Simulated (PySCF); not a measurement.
CH₉ClN₂Si₂, SMILES C[Si@@](N)(Cl)[SiH2]N. Coordinates come from a PBE-D3(BJ)/def2-SVP optimisation. The structure was generated by enumeration; whether it is a known compound was not checked. One conformer was computed; it need not be the lowest.

Computed equilibrium geometry at PBE-D3(BJ)/def2-SVP (PySCF confirms it by a frequency run) as a Z-matrix (one conformer of several):
```
Si
N 1 1.7457
H 2 1.0248 1 117.35
H 2 1.0258 3 109.18 1 137.49
C 1 1.8827 2 107.25 3 -179.89
H 5 1.1078 1 110.60 2 -176.90
H 5 1.1089 6 108.83 1 121.35
H 5 1.1097 6 107.75 7 117.50
Cl 1 2.1282 2 113.73 3 62.45
Si 1 2.3520 2 106.34 3 -56.77
N 10 1.7622 1 112.98 2 -62.04
H 11 1.0249 10 115.71 1 -77.45
H 11 1.0257 12 108.49 10 -131.73
H 10 1.5052 11 107.01 12 44.51
H 10 1.5087 14 109.18 11 -117.49
```
Charge 0, spin multiplicity 1.
